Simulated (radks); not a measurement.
Effect of the nuclear size on the palladium ion Pd4+, [Kr] 4d6. Calculated with a radial shooting solver on a logarithmic mesh with Libxc functionals: Dirac Kohn-Sham, exchange-only LDA, spin-unpolarised, spherical densities, finite nucleus; open shells are shared between the two j in proportion to 2j + 1; Fermi nuclear charge, rms radius 4.5318 fm. The rms radius is varied about that value; shifts are against it.

| rms radius (fm) | total energy shift (eV) | density at nucleus (e/bohr^3) | 1s1/2 shift (meV) | 2s1/2 shift (meV) | 4s1/2 shift (meV) | 4p1/2 shift (meV) | 5s1/2 (empty) shift (meV) |
|---|---|---|---|---|---|---|---|
| 3.6526 | -0.879 | 1.36e+05 | -371 | -41.0 | -1.45 | 0.081 | -0.263 |
| 4.3188 | -0.228 | 1.331e+05 | -96.2 | -10.6 | -0.377 | 0.021 | -0.068 |
| 4.5318 | 0 | 1.322e+05 | 0.000 | 0.000 | 0.000 | 0.000 | 0.000 |
| 4.704 | 0.191 | 1.316e+05 | 80.7 | 8.94 | 0.316 | -0.018 | 0.057 |
| 5.2116 | 0.792 | 1.299e+05 | 334 | 37.0 | 1.31 | -0.073 | 0.237 |

Slopes of the eigenvalues against <r^2> in GHz/fm^2, as finite differences over the two radii next to the reference (eigenvalue slopes, not the field-shift constants of lines): 1s1/2 12300, 2s1/2 1360, 4s1/2 48.2, 4p1/2 -2.69, 5s1/2 (empty) 8.73.
